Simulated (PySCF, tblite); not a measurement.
C6H12F2Si.
Z-matrix (Å and degrees, GFN2-xTB geometry), rows numbered from 1:
```
C 
C   1  1.5202
F   2  1.4097  1  106.84
C   2  1.5256  1  111.16  3   116.48
C   4  1.5262  2  112.61  1  -176.42
F   5  1.3886  4  107.80  2   171.52
C   5  1.5248  4  114.18  2   -68.45
C   7  1.5273  5  111.89  4    70.10
Si  8  1.8981  7  110.84  5   -58.36
H   1  1.0872  2  109.82  3    59.38
H   1  1.0860  2  109.84  3   179.10
H   1  1.0890  2  110.65  3   -60.39
H   4  1.0942  2  109.77  1   -56.17
H   4  1.0919  2  108.97  1    62.09
H   5  1.0977  4  110.17  2    56.80
H   7  1.0934  5  107.89  4  -168.47
H   7  1.0927  5  108.70  4   -52.10
H   8  1.0914  7  108.99  5    62.74
H   8  1.0895  7  109.19  5   178.87
H   9  1.4605  2  108.86  1    70.29
H   9  1.4676  2  108.01  1   -51.86
```

Level of theory: PBE0/pcSseg-1 in PySCF (dipole) on a GFN2-xTB geometry, gas phase.

Masses are those of the commonest isotopes; rigid-rotor values at the optimised geometry. The values belong to one conformer with, in the numbering `[CH3:1][C@@:2]1([F:3])[CH2:4][C@@H:5]([F:6])[CH2:7][CH2:8][SiH2:9]1`, C1–C2–C4–C5 -176°, C2–C4–C5–F6 172°, C4–C5–C7–C8 70°, C5–C7–C8–Si9 -58°.

(1) What are A, B and C (MHz)?

(2) What kind of rotor is it?

(3) Is it planar, by Δ = Ic − Ia − Ib?

(4) Where do the levels up to J = 4 lie, in MHz?

(5) Which types of transition are allowed, and where do some lines up to J = 2 fall?

## Answers

(1) Ia = 283.72, Ib = 429.84, Ic = 588.32 u·Å²; 505379 MHz·u·Å²/I gives A = 1781, B = 1176, C = 859.0 MHz.

(2) An asymmetric top: κ = (2 × 1176 − 1781 − 859.0)/(1781 − 859.0) = -0.31.

(3) Not planar: Δ = Ic − Ia − Ib = -125.25 u·Å². For a rigid frame Δ = −2 Σ m c², so Σ m c² = 62.63 u·Å² lies off the ab plane: 14.83 from hydrogen and 47.79 from heavier atoms. The atom farthest from that plane is 1.78 Å away.

(4) Above 0(0,0):
J = 1: 1(0,1) 2035, 1(1,1) 2640, 1(1,0) 2957
J = 2: 2(0,2) 6009, 2(1,2) 6393, 2(1,1) 7343, 2(2,1) 9160, 2(2,0) 9255
J = 3: 3(0,3) 11777, 3(1,3) 11969, 3(1,2) 13851, 3(2,2) 15264, 3(2,1) 15695, 3(3,1) 19136, 3(3,0) 19155
J = 4: 4(0,4) 19247, 4(1,4) 19328, 4(1,3) 22369, 4(2,3) 23327, 4(2,2) 24424, 4(3,2) 27422, 4(3,1) 27548, 4(4,1) 32645, 4(4,0) 32648
Those of J = 1 are B + C, A + C and A + B.

(5) The dipole components are |μa| = 1.20 D, |μb| = 1.31 D, |μc| = 1.18 D. Intensities carry the squares of the components, which stand as 0.84 : 1.00 : 0.80 (a : b : c). Some lines, for components of 0.1 D or more:

| type | branch | J(Ka,Kc) | MHz | lower level (cm⁻¹) |
| --- | --- | --- | --- | --- |
| a | Q | 1(1,0) ← 1(1,1) | 317 | 0.088 |
| c | Q | 2(1,2) ← 2(0,2) | 384 | 0.200 |
| c | Q | 1(1,1) ← 1(0,1) | 606 | 0.068 |
| b | Q | 1(1,0) ← 1(0,1) | 922 | 0.068 |
| a | Q | 2(1,1) ← 2(1,2) | 950 | 0.213 |
| c | Q | 2(2,1) ← 2(1,1) | 1817 | 0.245 |
| b | Q | 2(2,0) ← 2(1,1) | 1912 | 0.245 |
| a | R | 1(0,1) ← 0(0,0) | 2035 | 0.000 |
| b | R | 1(1,1) ← 0(0,0) | 2640 | 0.000 |
| b | Q | 2(2,1) ← 2(1,2) | 2767 | 0.213 |
| c | R | 1(1,0) ← 0(0,0) | 2957 | 0.000 |
| b | R | 2(0,2) ← 1(1,1) | 3369 | 0.088 |
| a | R | 2(1,2) ← 1(1,1) | 3753 | 0.088 |
| a | R | 2(0,2) ← 1(0,1) | 3974 | 0.068 |
| b | R | 2(1,2) ← 1(0,1) | 4358 | 0.068 |
| a | R | 2(1,1) ← 1(1,0) | 4386 | 0.099 |
| c | R | 2(1,1) ← 1(0,1) | 5308 | 0.068 |
| b | R | 2(2,1) ← 1(1,0) | 6203 | 0.099 |
| c | R | 2(2,0) ← 1(1,0) | 6298 | 0.099 |
| c | R | 2(2,1) ← 1(1,1) | 6519 | 0.088 |
| b | R | 2(2,0) ← 1(1,1) | 6615 | 0.088 |

Its GFN2-xTB frequencies are all real (lowest 75 cm⁻¹). These are rigid-rotor constants of the computed structure; measured ground-state constants (B0) also hold zero-point vibration. A rigid rotor knows nothing of internal rotation, which can split or shift real lines.
